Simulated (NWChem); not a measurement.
System meant: CH₄AlFS; SMILES C[S][AlH][F]

NWChem input:

```
start job
memory heap 200 mb stack 900 mb global 1100 mb
geometry units angstroms noautosym nocenter noautoz
  Al     0.454434    -0.950036     0.000000
  F     -0.379875    -2.389164     0.000000
  H      2.030676    -0.955374     0.000000
  S     -0.694528     0.884629     0.000000
  C      0.666190     2.110163     0.000000
  H      1.660101     1.639133     0.000000
  H      0.573705     2.739992     0.894719
  H      0.573705     2.739992    -0.894719
end
basis spherical
  * library def2-svp
end
dft
  xc m06-2x
  iterations 150
end
property
  shielding 7 1 2 3 4 5 6 7
end
task dft property
```

End of the output:

```
 Vector   27  Occ=0.000000D+00  E= 4.973250D-02
              MO Center=  4.7D-01,  7.3D-01, -6.9D-10, r^2= 5.6D+00
   Bfn.  Coefficient  Atom+Function         Bfn.  Coefficient  Atom+Function
  ----- ------------  ---------------      ----- ------------  ---------------
    58      1.629345  5 C  s                 12     -0.674847  1 Al py
    34      0.574749  3 H  s                 49     -0.558744  4 S  py
    76     -0.559734  7 H  s                 81     -0.559734  8 H  s
    11     -0.452163  1 Al px                71     -0.436326  6 H  s
     4     -0.428519  1 Al s                 57      0.245989  5 C  s

 center of mass
 --------------
 x =  -0.08627649 y =  -0.22532705 z =   0.00000000

 moments of inertia (a.u.)
 ------------------
         822.376628356159         -22.367665256016           0.000000000000
         -22.367665256016         135.972160154358           0.000000000000
           0.000000000000           0.000000000000         946.824447252860

     Multipole analysis of the density
     ---------------------------------

     L   x y z        total         alpha         beta         nuclear
     -   - - -        -----         -----         ----         -------
     0   0 0 0     -0.000000    -24.000000    -24.000000     48.000000

     1   1 0 0      0.770281      0.185164      0.185164      0.399953
     1   0 1 0      0.727640      1.189781      1.189781     -1.651921
     1   0 0 1     -0.000000     -0.000000     -0.000000      0.000000

     2   2 0 0    -29.954018    -54.083725    -54.083725     78.213432
     2   1 1 0      0.455519     -8.851616     -8.851616     18.158752
     2   1 0 1      0.000000      0.000000      0.000000      0.000000
     2   0 2 0    -29.946618   -230.949069   -230.949069    431.951520
     2   0 1 1     -0.000000     -0.000000     -0.000000      0.000000
     2   0 0 2    -26.164930    -15.941181    -15.941181      5.717432

          -----------------------------------------
          Chemical Shielding Tensors (GIAO, in ppm)
          -----------------------------------------

 ------------------------------------------------------------------------
  xm06: d2 not coded                    0
 ------------------------------------------------------------------------
 ------------------------------------------------------------------------
  current input line :
    23: task dft property
 ------------------------------------------------------------------------
 ------------------------------------------------------------------------
 This error has not yet been assigned to a category
 ------------------------------------------------------------------------
 For more information see the NWChem manual at https://nwchemgit.github.io

0: xm06: d2 not coded:Received an Error in Communication
```

Q: Can this run be used? If not, why, and what is the fix?

A: The program stopped with an error. Cause: this functional's second derivatives, which shieldings need, aren't coded here; the fix takes a hybrid GGA instead. This input runs:
```
start job
memory heap 200 mb stack 900 mb global 1100 mb
geometry units angstroms noautosym nocenter noautoz
  Al     0.454434    -0.950036     0.000000
  F     -0.379875    -2.389164     0.000000
  H      2.030676    -0.955374     0.000000
  S     -0.694528     0.884629     0.000000
  C      0.666190     2.110163     0.000000
  H      1.660101     1.639133     0.000000
  H      0.573705     2.739992     0.894719
  H      0.573705     2.739992    -0.894719
end
basis spherical
  * library def2-svp
end
dft
  xc pbe0
  iterations 150
end
property
  shielding 7 1 2 3 4 5 6 7
end
task dft property
```
It converges to -780.37132 Ha (PBE0/def2-SVP, GIAO).
